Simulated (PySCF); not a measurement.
Ga(NH2)3 (GaH₆N₃), SMILES [NH2][Ga]([NH2])[NH2].

Geometry: PBE-D3(BJ)/def2-SVP. The structure was generated by enumeration; whether it is a known compound was not checked. Other conformers were not sampled.

Two levels are set side by side: TDDFT-PBE/def2-SVPD (PySCF) and TDDFT-ωB97X/def2-SVPD (PySCF). Vertical, same geometry. The lowest singlet is HOMO→LUMO 99 % with PBE and HOMO→LUMO 83 % with the other functional; states are paired by order. Differences are taken from unrounded values.

```csv
quantity,TDDFT-ωB97X,TDDFT-PBE,TDDFT-PBE minus TDDFT-ωB97X
lowest singlet excitation (eV),5.91,4.49,-1.42
lowest triplet excitation (TDA) (eV),5.60,4.24,-1.36
first bright state (f over 0.05) (eV),6.77,5.41,-1.36
its oscillator strength,0.21,0.07,-0.15
```

A lower first singlet is the usual sign of a functional without exact exchange. Differences between two approximate levels are no errors against the true value.

Rough cost on one machine, each run with all the roots and properties that it gave: TDDFT-ωB97X against TDDFT-PBE about 7 times.
